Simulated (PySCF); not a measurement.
AgF (SMILES [F][Ag]), singlet, at a GFN2-xTB geometry (such geometries of metal compounds can be far from the true shape) (core potentials on Ag); CASSCF(4,5)/def2-SVP (PySCF).

Input for PySCF:
```python
from pyscf import gto, scf, mcscf
import numpy

mol = gto.M(
    atom='''
Ag   -0.00000000   -0.00000000   -0.31678493
F     0.00000000    0.00000000    1.65432128
''',
    basis='def2-svp',
    ecp={'Ag': 'def2-svp'},
    verbose=4,
)

mf = scf.RHF(mol)
mf.kernel()
mc = mcscf.CASSCF(mf, 5, 4)
mc.fix_spin_(ss=0.0)
mc.kernel()
occ = numpy.linalg.eigvalsh(mc.fcisolver.make_rdm1(mc.ci, mc.ncas, mc.nelecas))[::-1]
ss = mc.fcisolver.spin_square(mc.ci, mc.ncas, mc.nelecas)[0]
print('natural occupations', occ.round(4), ' <S^2>', round(ss, 4))
```

It wrote (shortened):

```
PySCF version 2.14.0

[INPUT] verbose = 4
[INPUT] num. atoms = 2
[INPUT] num. electrons = 28
[INPUT] charge = 0
[INPUT] spin (= nelec alpha-beta = 2S) = 0
[INPUT] symmetry False subgroup None
[INPUT] Mole.unit = angstrom
[INPUT] Symbol           X                Y                Z      unit          X                Y                Z       unit  Magmom
[INPUT]  1 Ag     0.000000000000   0.000000000000  -0.316784930000 AA    0.000000000000   0.000000000000  -0.598636758090 Bohr   0.0
[INPUT]  2 F      0.000000000000   0.000000000000   1.654321280000 AA    0.000000000000   0.000000000000   3.126214141240 Bohr   0.0

nuclear repulsion = 45.9078778242599
number of shells = 17
number of NR pGTOs = 81
number of NR cGTOs = 45
basis = def2-svp
ecp = {'Ag': 'def2-svp'}

******** <class 'pyscf.scf.hf.RHF'> ********
method = RHF
initial guess = minao
damping factor = 0
level_shift factor = 0
DIIS = <class 'pyscf.scf.diis.CDIIS'>
diis_start_cycle = 1
diis_space = 8
diis_damp = 0
SCF conv_tol = 1e-09
SCF conv_tol_grad = None
SCF max_cycles = 50
direct_scf = True
direct_scf_tol = 1e-13
Set gradient conv threshold to 3.16228e-05
Initial guess from minao.
init E= -232.234937620102
  HOMO = -1.02260971680411  LUMO = -0.601039945200768  gap/eV = 11.47150
cycle= 1 E= -245.109145669308  delta_E= -12.9  |g|= 1.23  |ddm|= 2.85
  HOMO = -0.206048506957366  LUMO = 0.000635180068982777  gap/eV = 5.62415
cycle= 2 E= -245.336276706418  delta_E= -0.227  |g|= 0.705  |ddm|= 1.72
  HOMO = -0.421750349538726  LUMO = -0.0156972699766555  gap/eV = 11.04927
cycle= 3 E= -245.424305176682  delta_E= -0.088  |g|= 0.0445  |ddm|=  0.6
  HOMO = -0.415045414774042  LUMO = -0.0140824390534533  gap/eV = 10.91076
cycle= 4 E= -245.424899935929  delta_E= -0.000595  |g|= 0.0152  |ddm|= 0.0684
  HOMO = -0.417808400976438  LUMO = -0.0137883059190003  gap/eV = 10.99395
cycle= 5 E= -245.424988459514  delta_E= -8.85e-05  |g|= 0.00719  |ddm|= 0.0231
  HOMO = -0.418452188277154  LUMO = -0.0139130018891933  gap/eV = 11.00807
cycle= 6 E= -245.425031827339  delta_E= -4.34e-05  |g|= 0.002  |ddm|= 0.0264
  HOMO = -0.418519213896689  LUMO = -0.0139337772310739  gap/eV = 11.00933
cycle= 7 E= -245.425039107686  delta_E= -7.28e-06  |g|= 0.000582  |ddm|= 0.0108
  HOMO = -0.418543685813672  LUMO = -0.0139542249594555  gap/eV = 11.00944
cycle= 8 E= -245.425039742186  delta_E= -6.34e-07  |g|= 0.00014  |ddm|= 0.0031
  HOMO = -0.418541804030963  LUMO = -0.0139473482064645  gap/eV = 11.00958
cycle= 9 E= -245.42503976119  delta_E= -1.9e-08  |g|= 4.75e-05  |ddm|= 0.000437
  HOMO = -0.418536415456516  LUMO = -0.0139458633524399  gap/eV = 11.00947
cycle= 10 E= -245.425039763112  delta_E= -1.92e-09  |g|= 1.3e-05  |ddm|= 0.000144
  HOMO = -0.418533054900156  LUMO = -0.013944617978467  gap/eV = 11.00941
cycle= 11 E= -245.42503976325  delta_E= -1.38e-10  |g|= 2.42e-06  |ddm|= 3.54e-05
  HOMO = -0.418532836198274  LUMO = -0.0139445919277748  gap/eV = 11.00941
Extra cycle  E= -245.425039763254  delta_E= -4.21e-12  |g|= 1.1e-06  |ddm|= 4.22e-06
converged SCF energy = -245.425039763254

******** <class 'pyscf.mcscf.mc1step.CASSCF'> ********
CAS (2e+2e, 5o), ncore = 12, nvir = 28
max_cycle_macro = 50
max_cycle_micro = 4
conv_tol = 1e-07
conv_tol_grad = None
orbital rotation max_stepsize = 0.02
orbital rotation threshold for CI restart = 0.01
augmented hessian ah_max_cycle = 30
augmented hessian ah_conv_tol = 1e-12
augmented hessian ah_linear dependence = 1e-14
augmented hessian ah_level shift = 1e-08
augmented hessian ah_start_tol = 2.5
augmented hessian ah_start_cycle = 3
augmented hessian ah_grad_trust_region = 3
kf_trust_region = 3
kf_interval = 4
ci_response_space = 4
ci_grad_trust_region = 3
with_dep4 0
natorb = False
canonicalization = True
sorting_mo_energy = False
ao2mo_level = 2
internal_rotation = False
******** <class 'pyscf.fci.addons.SpinPenaltyFCISolver'> ********
max. cycles = 50
conv_tol = 1e-08
davidson only = True
linear dependence = 1e-12
level shift = 0.001
max iter space = 12
nroots = 1
pspace_size = 400
spin = None
CASCI E = -245.425607339588  S^2 = 0.0000000
Set conv_tol_grad to 0.000316228
macro iter   1 ( 21 JK    4 micro), CASSCF E = -245.438986466793  dE = -1.33791272e-02  S^2 = 0.0000000
               |grad[o]|=0.00542  |grad[c]|=0.0239  |ddm|=0.105  |maxRot[o]|=0.306
macro iter   2 ( 21 JK    4 micro), CASSCF E = -245.459821358841  dE = -2.08348920e-02  S^2 = 0.0000000
               |grad[o]|=0.0521  |grad[c]|=0.0232  |ddm|=0.027  |maxRot[o]|=0.213
macro iter   3 ( 21 JK    4 micro), CASSCF E = -245.473062278392  dE = -1.32409196e-02  S^2 = 0.0000000
               |grad[o]|=0.0423  |grad[c]|=0.0243  |ddm|=0.00617  |maxRot[o]|=0.191
macro iter   4 ( 21 JK    4 micro), CASSCF E = -245.474576793037  dE = -1.51451464e-03  S^2 = 0.0000000
               |grad[o]|=0.0178  |grad[c]|=0.00985  |ddm|=0.00899  |maxRot[o]|= 0.12
macro iter   5 ( 21 JK    4 micro), CASSCF E = -245.475904498960  dE = -1.32770592e-03  S^2 = 0.0000000
               |grad[o]|=0.0113  |grad[c]|=0.0141  |ddm|=0.0031  |maxRot[o]|=0.112
macro iter   6 ( 21 JK    4 micro), CASSCF E = -245.476138827824  dE = -2.34328865e-04  S^2 = 0.0000000
               |grad[o]|=0.00812  |grad[c]|=0.00702  |ddm|=0.00351  |maxRot[o]|=0.0497
macro iter   7 ( 21 JK    4 micro), CASSCF E = -245.476859125548  dE = -7.20297724e-04  S^2 = 0.0000000
               |grad[o]|=0.00642  |grad[c]|=0.00811  |ddm|=0.00412  |maxRot[o]|=0.155
macro iter   8 ( 21 JK    4 micro), CASSCF E = -245.477907337965  dE = -1.04821242e-03  S^2 = 0.0000000
               |grad[o]|=0.00418  |grad[c]|=0.00741  |ddm|=0.000583  |maxRot[o]|=0.311
macro iter   9 ( 21 JK    4 micro), CASSCF E = -245.479511168384  dE = -1.60383042e-03  S^2 = 0.0000000
               |grad[o]|=0.00344  |grad[c]|=0.00503  |ddm|=0.000689  |maxRot[o]|=0.311
macro iter  10 ( 21 JK    4 micro), CASSCF E = -245.480536189019  dE = -1.02502064e-03  S^2 = 0.0000000
               |grad[o]|=0.00283  |grad[c]|=0.00242  |ddm|=0.000616  |maxRot[o]|=0.311
macro iter  11 ( 20 JK    4 micro), CASSCF E = -245.480612055809  dE = -7.58667901e-05  S^2 = 0.0000000
               |grad[o]|=0.00134  |grad[c]|=0.000366  |ddm|=0.000701  |maxRot[o]|=0.102
macro iter  12 (  6 JK    1 micro), CASSCF E = -245.480612109736  dE = -5.39266409e-08  S^2 = 0.0000000
               |grad[o]|=9.79e-05  |grad[c]|=0.000143  |ddm|=2.47e-05  |maxRot[o]|=0.000966
1-step CASSCF converged in  12 macro (236 JK  45 micro) steps
CASSCF canonicalization
Density matrix diagonal elements [1.98263816 1.97466375 0.02506444 0.01176343 0.00587022]
CASSCF energy = -245.480612109736
CASCI E = -245.480612109736  E(CI) = -6.54766170631700  S^2 = 0.0000000
natural occupations [1.9833e+00 1.9764e+00 2.3400e-02 1.5900e-02 1.1000e-03]  <S^2> 0.0
```
